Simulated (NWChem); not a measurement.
System: BeNH$_{3}$; SMILES [BeH][NH2]

Input file for NWChem:

```
start job
memory heap 200 mb stack 900 mb global 1100 mb
geometry units angstroms noautoz
  Be    -0.000985    -0.943254     0.000000
  H     -0.003746    -2.278947     0.000000
  N     -0.000199     0.560661     0.000000
  H     -0.000238     1.152811    -0.824568
  H     -0.000238     1.152811     0.824568
end
basis spherical
  * library def2-tzvp
end
dft
  xc xctpssh
  iterations 150
  mulliken
end
task dft energy
```

Structure relaxed at the PBE0/def2-SVP level.

Problem. What results follow from this input? (TPSSh/def2-TZVP.) Quantities: energy (Ha); highest occupied level (eV); orbital gap (eV); dipole (D).

Solution. The energy (Ha) is -71.36, the highest occupied level (eV) is -6.61 and the orbital gap (eV) comes out as 6.41. The dipole (D) is 1.70.
